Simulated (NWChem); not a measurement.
# CdHOF; SMILES [OH][Cd][F]

```xyz
4

Cd    -0.4275     0.0219     0.0000
F     -0.1986     1.9327     0.0000
O     -0.7813    -1.9006     0.0000
H      0.0422    -2.4023     0.0000
```
Atoms are numbered in this order, from 1.

Level: PBE0/def2-SVP with def2 effective core potentials on Cd (NWChem), optimised geometry, unscaled harmonic frequencies. def2 effective core potentials on Cd; no spin-orbit coupling.

```json
[
 {"frequency (cm⁻¹)": "139", "IR intensity (km/mol)": "21.3"},
 {"frequency (cm⁻¹)": "143", "IR intensity (km/mol)": "6.7"},
 {"frequency (cm⁻¹)": "564", "IR intensity (km/mol)": "0.1"},
 {"frequency (cm⁻¹)": "669", "IR intensity (km/mol)": "89.1"},
 {"frequency (cm⁻¹)": "825", "IR intensity (km/mol)": "62.0"},
 {"frequency (cm⁻¹)": "3886", "IR intensity (km/mol)": "52.6"}
]
```

- zero-point energy = 8.9 kcal/mol
- thermal correction to the enthalpy at 298.15 K (with zero-point energy) = 12.3 kcal/mol
- heat capacity Cv = 12.4 cal/(mol K)
- entropy at 298.15 K and 1 atm (symmetry number 1) = 68.6 cal/(mol K)

Rigid rotor and harmonic oscillator.
